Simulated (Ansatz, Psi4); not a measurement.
Here is a job for Ansatz (a program for electronic structure).
Ansatz 0.2 input:
```yaml
crystal:
  periodic: [false, false, false]
  atoms:
    - {symbol: C, position_ang: [2.09366492, 0.63765635, -0.74501787]}
    - {symbol: N, position_ang: [0.80812846, 0.35941431, -0.15905604]}
    - {symbol: Si, position_ang: [-0.00248077, 0.86473669, 1.30850757]}
    - {symbol: O, position_ang: [-1.32565918, 0.04485397, 0.70879612]}
    - {symbol: Si, position_ang: [-0.64460491, -0.40093479, -0.72263438]}
    - {symbol: F, position_ang: [-0.52320214, -1.99095079, -0.84463593]}
    - {symbol: H, position_ang: [2.07223968, 1.54471521, -1.35822020]}
    - {symbol: H, position_ang: [2.40383403, -0.19571676, -1.37607881]}
    - {symbol: H, position_ang: [2.83259453, 0.77543640, 0.04432390]}
    - {symbol: H, position_ang: [-0.31682906, 2.28128338, 1.37297970]}
    - {symbol: H, position_ang: [0.50608952, 0.23087908, 2.51058442]}
    - {symbol: H, position_ang: [-1.34352528, 0.08806308, -1.88095955]}
basis:
  gaussian:
    orbitals: cc-pVDZ
hamiltonian:
  xc: b3lyp5
accuracy: high
```

Problem. Convert this to an input for Psi4.

Solution. One answer among several that fit: 
```
memory 2 GB

molecule {
0 1
  C     2.09366492    0.63765635   -0.74501787
  N     0.80812846    0.35941431   -0.15905604
  Si   -0.00248077    0.86473669    1.30850757
  O    -1.32565918    0.04485397    0.70879612
  Si   -0.64460491   -0.40093479   -0.72263438
  F    -0.52320214   -1.99095079   -0.84463593
  H     2.07223968    1.54471521   -1.35822020
  H     2.40383403   -0.19571676   -1.37607881
  H     2.83259453    0.77543640    0.04432390
  H    -0.31682906    2.28128338    1.37297970
  H     0.50608952    0.23087908    2.51058442
  H    -1.34352528    0.08806308   -1.88095955
}

set basis cc-pvdz
set scf_type pk
set puream true
set d_convergence 1e-8
set dft_radial_points 99
set dft_spherical_points 590

energy('b3lyp5')
print_variables()
```

Both were run: Ansatz gave -850.455702 Eh and Psi4 -850.455703 Eh, 0.000 mEh apart.
